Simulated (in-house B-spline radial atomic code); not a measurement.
Configurations of neutral silicon, with energies counted from [Ne] 3s2 3p2. Method: non-relativistic CAM-B3LYP, spin-polarised, spherical fractional occupations, point nucleus. Calculated with an all-electron radial atomic-structure program (B-spline basis). Shells without spins written out take the highest spin.

Caution: exact exchange at fractional occupations of open shells leaves self-interaction of up to several eV.

Occupations are held fixed; configurations that lie above the ionisation limit could autoionise.

```
                                                  configuration  E - E(ref) (eV)  highest orbital  its <r> (bohr)
                                               [Ne] 3s2 3p1 3d1           7.0423            3d up           10.69
        [Ne] 3s(0 up, 1 down) 3p(2 up, 0 down) 4p(1 up, 0 down)           14.457            4p up           9.648
                 [He] 2s2 2p(3 up, 2 down) 3s2 3p(3 up, 0 down)           101.26            3p up           2.351
                                       [He] 2s2 2p5 3s2 3p2 4p1           111.62            4p up           9.118
                                       [He] 2s2 2p5 3s2 3p2 3d1            112.1            3d up           9.806
[He] 2s2 2p(2 up, 3 down) 3s2 3p(2 up, 0 down) 3d(0 up, 1 down)            112.7          3d down           11.03
                                       [He] 2s2 2p5 3s2 3p2 4f1           112.86            4f up           22.76
```

(1) Order these further configurations by energy, lowest first.
A. [Ne] 3s(0 up, 1 down) 3p(0 up, 2 down) 4d(1 up, 0 down)
B. [Ne] 3s1 3p3
C. [Ne] 3s1 3p2 4p1
D. [Ne] 3s2 3p(1 up, 1 down)
E. [Ne] 3s2 3p1 4p1

(2) How far above the reference does [Ne] 3s1 3p2 4f1 lie?

(3) How far above the reference does [Ne] 3s2 3p1 4s1 lie?

## Answers

(1) D (2.016 eV), B (3.0079 eV), E (6.5797 eV), C (12.031 eV), A (13.006 eV).

(2) 13.195 eV; its least bound orbital is 4f up with <r> = 22.77 bohr.

(3) 5.0307 eV; its least bound orbital is 4s up with <r> = 6.635 bohr.
